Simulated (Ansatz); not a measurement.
Consider the atomization: `[BH2][GeH2][Br]` → B• + Br• + Ge• + 4 H•.

Gas-phase electronic energies from Ansatz, PBE0-D4/def2-TZVP geometries. CBS: MP2 limit from def2 TZ/QZ plus the TZ coupled-cluster correction, frozen cores. This one scheme is used for every species, atoms too. Functionals use def2-TZVPP. B3LYP here is the variant with VWN-RPA as its local correlation; programs differ in this. Open shells (•) are unrestricted, without spin–orbit coupling. Spin–orbit coupling would lower the free atoms: a little for B; clearly for Br, Ge. For Br, Ge outer-core shells are correlated without core-valence functions, so the limit isn't a true one: a few kJ/mol of doubt a bond, and 10 to 20 or more in all where bonds break to atoms. Scalar relativity is left out up to krypton.

What is ΔE at CCSD(T)/CBS? (Best estimate.)

The calculation gave: +1944.5 kJ/mol.

What do these levels give: revPBE-D4, B3LYP-D4, BLYP, BHLYP, CCSD(T)/def2-SVP, CCSD(T)/def2-TZVPP? (An estimate is asked.)

Ansatz gave: revPBE-D4 1893.9, B3LYP-D4 1931.7, BLYP 1877.8, BHLYP 1896.2, CCSD(T)/def2-SVP 1822.4, CCSD(T)/def2-TZVPP 1905.9 kJ/mol.

Largest T1 diagnostic among the species: 0.014.

From r2SCAN to r2SCAN0 (25 % exact exchange), in def2-TZVPP and without D4, ΔE moves by −16.1 kJ/mol: exact exchange takes away binding that semilocal exchange gives to molecules. Leaving LDA and LC-ωPBE aside and taking each functional with its dispersion term where it has one, the values, not all of them listed here, spread over 67.6 kJ/mol, from revPBE-D4 to B97M-V. LDA lies +249.7 kJ/mol from PBE without D4, its usual overbinding.

For atomizations the MP2-based limit and the directly extrapolated one differ by several kJ/mol either way, and by 10 to 25 for some Ge, Se and Sn compounds, so smaller differences from it don't rank the levels.
